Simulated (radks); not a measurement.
Results of a calculation; reference values are marked as such.
The xenon ion Xe24+, 30 electrons, occupied as [Ar] 3d10 4s2.

Code: a radial shooting solver on a logarithmic mesh with Libxc functionals. Model: non-relativistic Kohn-Sham, LDA (Slater exchange, Perdew-Wang correlation), spin-unpolarised, spherical densities, point nucleus; relativity is left out, which matters for an element this heavy.

Energy parts (Ry):
part                        energy
total                 -13923.65208
kinetic                13918.47057
electron-nucleus      -31294.18165
Hartree                 3751.32760
exchange-correlation    -299.26860

Orbitals (lengths in bohr, moments of r in powers of bohr; r(90%) holds 90 % of the orbital's charge):
orbital  occ.  eigenvalue (Ry)  r(90%)      <r>
1s          2        -2473.376  0.0501  0.02816
2s          2        -421.3173   0.186   0.1209
2p          6        -400.1572   0.166   0.1028
3s          2        -126.2661   0.461   0.3159
3p          6        -117.3307   0.455   0.3051
3d         10        -100.8451   0.427   0.2739
4s          2        -57.52832   0.918   0.6506
4p          0        -53.98997   0.933   0.6554
5s          0        -32.93189    1.54    1.109

The highest occupied level is 4s at -782.71 eV. Virial ratio -V/T = 2.00037. The electron density at the nucleus is 1.113e+05 e/bohr^3.
